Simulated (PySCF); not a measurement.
C₂F₅O₃S (charge -1).
Bonds: O1–S2 (double), S2–O3 (double), S2–O4, S2–C5, C5–F6, C5–F7, C5–C8, C8–F9, C8–F10, C8–F11.

A GFN2-xTB structure with every atom displaced at random (by about 0.01 Å) was refined with PySCF, PBE0-D3(BJ)/def2-SVP geometry optimisation, gas phase. Values at the start:

```json
{"coordinate": "O1=S2", "start": "1.426 Å"}
{"coordinate": "S2–C5", "start": "1.902 Å"}
{"coordinate": "C5–F6", "start": "1.354 Å"}
{"coordinate": "C5–C8", "start": "1.511 Å"}
{"coordinate": "C8–F9", "start": "1.313 Å"}
{"coordinate": "C8–F10", "start": "1.379 Å"}
{"coordinate": "S2–C5–F6", "start": "111.6°"}
{"coordinate": "S2–C5–C8", "start": "107.1°"}
{"coordinate": "C5–C8–F9", "start": "114.0°"}
{"coordinate": "C5–C8–F10", "start": "112.7°"}
{"coordinate": "F6–C5–C8", "start": "109.0°"}
{"coordinate": "F7–C5–C8", "start": "110.9°"}
{"coordinate": "F9–C8–F10", "start": "105.3°"}
{"coordinate": "F9–C8–F11", "start": "107.8°"}
{"coordinate": "O1–S2–C5–F6", "start": "160°"}
{"coordinate": "S2–C5–C8–F9", "start": "42°"}
```

Question: How do these coordinates change at the PBE0-D3(BJ)/def2-SVP level?

Answer: 
```
 coordinate  PBE0-D3(BJ)/def2-SVP (Å or °)  change
      O1=S2                          1.468  +0.042
     C8–F10                          1.347  -0.032
      S2–C5                          1.871  -0.031
      C5–C8                          1.537  +0.026
      C8–F9                          1.325  +0.012
      C5–F6                          1.350  -0.004
   S2–C5–C8                          115.6    +8.5
   F7–C5–C8                          106.9    -4.0
  C5–C8–F10                          109.6    -3.1
   F6–C5–C8                          106.2    -2.8
  F9–C8–F10                          107.2    +1.9
   C5–C8–F9                          112.2    -1.8
   S2–C5–F6                          110.3    -1.3
  F9–C8–F11                          108.8    +1.0
S2–C5–C8–F9                             50      +8
O1–S2–C5–F6                            166      +6
```

The energy falls by 6.4 kcal/mol over 15 energy and gradient evaluations, the largest force component goes from 0.0530 to 3.8e-04 Eh/bohr, and the atoms move by 0.162 Å rms after alignment. The bond that changes most is O1=S2 (ends: oxygen bonded to S; sulfonyl sulfur), which lengthens by 0.042 Å. Bonds longer at the end by more than 0.005 Å: 5 of 10; shorter: 3. Among the dihedrals that turn most is F6–C5–C8–F11, from 40° to 50°. Rotational constants go from 1584, 883.5, 814.0 to 1603, 848.6, 797.6 MHz.

The run used 158 basis functions and 102 SCF cycles in all. Hardware: Intel Xeon Platinum 8488C, 2 threads, shared host with 96 logical CPUs at a one-minute load of 42. Cost: 1.7 min wall, 4.5 min CPU, 0.72 GiB resident at most.

Whether it is a minimum is left open (no frequencies). The geometry's basis has no diffuse functions, a weakness for an anion.
